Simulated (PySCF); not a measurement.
The complex CrCl2 (charge 0) contains Cr(II), shell d4. The structure is a model geometry with rigid ligands and bond lengths from ionic radii, not a minimum; coordination linear, point group D∞h, metal–donor distances 2.27 Å.

Method (PySCF 2.14, density fitting): CASSCF(4,5) with orbitals averaged over all microstates of the shell, strongly contracted NEVPT2 on the averaged canonical orbitals; basis x2c-TZVPall on the metal, x2c-SVPall elsewhere; spin-free X2C; gas phase; spin-orbit coupling by state interaction with the mean-field operator over all roots.

CASSCF energies above the lowest CASSCF root:

```json
{"state": "5Σg+", "CASSCF / cm⁻¹": "0"}
{"state": "5Πg", "CASSCF / cm⁻¹": "2229"}
{"state": "5Δg", "CASSCF / cm⁻¹": "6480"}
{"state": "3Γg", "CASSCF / cm⁻¹": "19982"}
{"state": "3Φg", "CASSCF / cm⁻¹": "20164"}
{"state": "3Hg", "CASSCF / cm⁻¹": "20602"}
{"state": "3Δg", "CASSCF / cm⁻¹": "21010"}
{"state": "3Πg", "CASSCF / cm⁻¹": "21566"}
{"state": "3Σg-", "CASSCF / cm⁻¹": "21824"}
{"state": "3Σg-", "CASSCF / cm⁻¹": "22394"}
{"state": "3Πg", "CASSCF / cm⁻¹": "22457"}
{"state": "3Δg", "CASSCF / cm⁻¹": "23329"}
{"state": "3Πg", "CASSCF / cm⁻¹": "24323"}
{"state": "3Φg", "CASSCF / cm⁻¹": "24490"}
{"state": "3Σg+", "CASSCF / cm⁻¹": "25371"}
{"state": "3Σg-", "CASSCF / cm⁻¹": "25833"}
{"state": "3Δg", "CASSCF / cm⁻¹": "26818"}
{"state": "3Πg", "CASSCF / cm⁻¹": "26863"}
{"state": "3Φg", "CASSCF / cm⁻¹": "27581"}
{"state": "3Γg", "CASSCF / cm⁻¹": "28019"}
{"state": "1Hg", "CASSCF / cm⁻¹": "28991"}
{"state": "1Σg+", "CASSCF / cm⁻¹": "30062"}
```

Question: How does dynamic correlation (SC-NEVPT2) move these states?

Answer: 
```csv
state,NEVPT2 / cm⁻¹,shift / cm⁻¹
5Σg+,0,0
5Πg,481,-1748
5Δg,5535,-945
3Γg,18484,-1498
3Φg,18179,-1985
3Hg,18068,-2534
3Δg,18626,-2384
3Πg,18656,-2910
3Σg-,18729,-3096
3Σg-,19098,-3296
3Πg,18622,-3836
3Δg,19613,-3716
3Πg,20055,-4268
3Φg,20737,-3753
3Σg+,22201,-3170
3Σg-,21908,-3925
3Δg,23641,-3177
3Πg,24551,-2312
3Φg,24039,-3542
3Γg,25144,-2875
1Hg,26085,-2906
1Σg+,25791,-4271
```

Gaps between spin states lean to high spin in this active space.
